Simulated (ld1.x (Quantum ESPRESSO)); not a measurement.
# Rh (Z = 45), PAW: configuration errors across variants

rhodium (Rh), PAW, made with ld1.x (Quantum ESPRESSO) 7.5 (PBE, scalar-relativistic). Core [Ar] 3d10, reference 4s2 4p6 4d9 5s0 5p0. Waves: 4s (bound): rcut 1.35, rcutus 1.55 bohr; 5s (bound, empty): rcut 1.35, rcutus 1.55 bohr; 4p (bound): rcut 1.80, rcutus 2.35 bohr; 5p (bound, empty): rcut 1.80, rcutus 2.35 bohr; 4d (bound): rcut 1.15, rcutus 1.40 bohr; 4d channel at 0.85 Ry: rcut 1.15, rcutus 1.40 bohr. Local part: all-electron potential smoothed inside 2.30 bohr (lloc = -1). Core correction: Bessel-smoothed model core, default radius (core density twice the valence density). Augmentation charge: PSQ, inside the norm-conserving radii.

All-electron excitation energies from the reference (eV): (1) 4s2 4p6 4d8 5s1 5p0 0.909; (2) 4s2 4p6 4d8 5s0 5p0 8.370; (3) 4s2 4p6 4d7 5s0 5p0 27.881; (4) 4s1 4p6 4d8 5s1 5p0 89.953; (5) 4s2 4p6 4d7 5s1 5p1 7.529; (6) 4s2 4p6 4d8.5 5s0.5 5p0 0.279; (7) 4s2 4p6 4d6 5s0 5p0 60.385.

Errors AE − PS in meV (a dash: test not solved or not reliable):

```csv
change,(1),(2),(3),(4),(5),(6),(7),bound ghosts
base,+15,+0.2,-1.8,+29,+23,+3.2,-15,none
"waves 4s (bound): rcut 1.00, rcutus 1.06 bohr; 5s (bound): rcut 1.00, rcutus 1.06 bohr",+1.4,+0.4,-1.1,-47,-2.9,+0.7,-14,none
"waves 4s (bound): rcut 1.16, rcutus 1.24 bohr; 5s (bound): rcut 1.16, rcutus 1.24 bohr",+1.1,+0.3,-1.7,-60,-5.4,+0.7,-15,none
"waves 4s (bound): rcut 1.34, rcutus 1.42 bohr; 5s (bound): rcut 1.34, rcutus 1.42 bohr",+1.0,+0.2,-1.8,-58,-6.0,+0.7,-15,none
"waves 4s (bound): rcut 1.35, rcutus 1.72 bohr; 5s (bound): rcut 1.35, rcutus 1.72 bohr",+1.1,+0.2,-1.7,-63,-5.8,+0.8,-15,none
"waves 4s (bound): rcut 1.35, rcutus 2.02 bohr; 5s (bound): rcut 1.35, rcutus 2.02 bohr",–,–,–,–,–,–,–,none
"waves 4s (bound): rcut 1.35, rcutus 2.28 bohr; 5s (bound): rcut 1.35, rcutus 2.28 bohr",–,–,–,–,–,–,–,none
```

Question: Give the same row for: waves 4s (bound): rcut 1.35, rcutus 1.84 bohr; 5s (bound): rcut 1.35, rcutus 1.84 bohr.

Answer: +1.1, +0.2, -1.7, -54, –, –, –; bound ghosts: none.
